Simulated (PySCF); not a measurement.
Method: TPSSh-D3(BJ)/def2-TZVP // r2SCAN-D4/def2-SVP (PySCF 2.14.0). Isolated molecules, 0 K electronic values unless said otherwise. One relaxed conformer stands for a flexible species; it need not be the lowest. 

Reference species: [Y(Cl)3] (neutral, multiplicity 1).

```json
{
  "LUMO": "-3.17 eV",
  "HOMO": "-8.39 eV"
}
```

Changed species: [Y(Cl)2(OH)] (1 of 3 Cl replaced by OH; the reference has 0 of 3 Cl replaced by OH).

### Question
Predict the effect on the LUMO and HOMO.

### Answer
the LUMO increases by 0.54 eV, to -2.63 eV; the HOMO increases by 0.45 eV, to -7.94 eV.
